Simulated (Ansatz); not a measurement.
Reaction (substitution at a C–B bond): `NBC(N)[SiH3]` + `N[SiH3]` → `NC([SiH3])N[SiH3]` + `BN`

Isolated molecules relaxed with PBE0-D4/def2-TZVP in Ansatz; ΔE leaves out vibrations. CCSD(T)/CBS adds triple-zeta CCSD(T) − MP2 to the extrapolated MP2 energy (def2 sets, frozen cores). This one scheme is used for every species. DFT in def2-TZVPP. B3LYP here is the variant with VWN-RPA as its local correlation; programs differ in this. One conformer a species, not always the lowest.

`NBC(N)[SiH3]`:

```xyz
14

N    -0.937   -0.450    1.928
B    -0.969    0.237    0.716
C    -0.166   -0.268   -0.534
N    -0.588    0.359   -1.786
Si    1.624    0.259   -0.239
H    -1.405   -0.116    2.752
H    -0.426   -1.304    2.073
H    -1.608    1.251    0.659
H    -0.170   -1.373   -0.552
H    -1.586    0.275   -1.931
H    -0.123   -0.049   -2.586
H     2.415    0.045   -1.484
H     2.229   -0.560    0.850
H     1.709    1.695    0.135
```

`N[SiH3]`:

Z-matrix (Å, degrees):
```
Si
N 1 1.720
H 1 1.486 2 107.9
H 1 1.494 2 116.0 3 -120.3
H 1 1.486 2 107.9 3 119.4
H 2 1.007 1 119.6 3 -168.6
H 2 1.007 1 119.6 3 49.2
```

`NC([SiH3])N[SiH3]`:

Cartesian coordinates in Å:
```
N 0.024 -2.100 0.070
C -0.472 -0.726 0.022
Si -0.079 0.081 -1.666
N 0.071 -0.022 1.157
Si 0.293 1.674 1.323
H -0.455 -2.690 -0.600
H 1.017 -2.131 -0.130
H -1.570 -0.805 0.081
H -0.723 -0.795 -2.682
H -0.610 1.463 -1.834
H 1.392 0.077 -1.885
H -0.039 -0.566 2.003
H 1.157 2.166 0.217
H 0.952 1.884 2.636
H -0.959 2.489 1.288
```

`BN`:

Cartesian coordinates in Å:
```
B 0.241 0.344 0.538
N -0.248 -0.354 -0.553
H -0.243 1.404 0.814
H 1.136 -0.130 1.177
H 0.111 -1.248 -0.842
H -0.997 -0.016 -1.133
```

| level | ΔE (kJ/mol) | difference from CCSD(T)/CBS |
| --- | --- | --- |
| r2SCAN-D4 | 73.1 | 0.0 |
| ωB97M-V | 72.7 | -0.4 |
| B3LYP | 72.5 | -0.6 |
| HF/def2-TZVPP | 74.8 | 1.7 |
| MP2/def2-TZVPP | 74.8 | 1.7 |
| SCS-MP2/def2-TZVPP | 71.6 | -1.5 |
| CCSD/def2-TZVPP | 73.2 | 0.1 |
| HF/def2-QZVPP | 75.0 | 1.9 |
| HF/CBS(def2) | 75.0 | 1.9 |
| CCSD/CBS(def2) | 74.8 | 1.7 |
| CCSD(T)/CBS | 73.1 | 0 |

Largest T1 diagnostic among the species: 0.012.

The D4 term adds −5.6 kJ/mol with B3LYP and −3.1 kJ/mol with PBE0; it sums over pairs of atoms, weighted by their polarisabilities, and B3LYP, whose exchange is more repulsive, gets the larger term. From PBE to PBE0 (25 % exact exchange), in def2-TZVPP and without D4, ΔE moves by +3.6 kJ/mol.
